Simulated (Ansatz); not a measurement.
C2H7AlSe (`[CH3][Al]([CH3])[SeH]`), relaxed with RKS PBE-D4/def2-SVP in the Gaussian-basis code of Ansatz from a rough embedded geometry. The force threshold is 0.03 eV/Å; the program also tests the step.

The species carries charge 0 and has multiplicity 1.

Start:

```xyz
11

C     0.367   -1.381   -1.066
Al   -0.178   -0.167    0.354
C    -0.523    1.714   -0.079
Se   -0.340   -0.884    2.581
H     0.504   -2.456   -0.638
H    -0.457   -1.489   -1.866
H     1.303   -1.082   -1.569
H    -1.526    2.025    0.153
H     0.162    2.405    0.447
H    -0.380    1.918   -1.189
H     1.069   -0.605    2.872
```

Problem. By how much does the energy fall, and how many steps does the optimiser take? (An estimate is asked.)

Solution. The calculation gave: 42.79 kJ/mol, in 12 steps.

Problem. Which bonds change most? (Estimate.)

Solution. Computed: C1–H5 from 1.165 to 1.108 Å; C1–H6 from 1.153 to 1.112 Å; C3–H8 from 1.075 to 1.110 Å; C3–H10 from 1.137 to 1.110 Å.

Problem. Give the relaxed structure. (An estimate is asked.)

Solution. Computed: 
```xyz
11

C     0.492   -1.377   -0.911
Al   -0.040    0.027    0.359
C    -0.597    1.837   -0.170
Se   -0.016   -0.405    2.664
H     0.822   -2.321   -0.434
H    -0.355   -1.617   -1.591
H     1.320   -1.013   -1.558
H    -1.538    2.148    0.329
H     0.174    2.583    0.120
H    -0.748    1.925   -1.266
H     0.486   -1.787    2.457
```
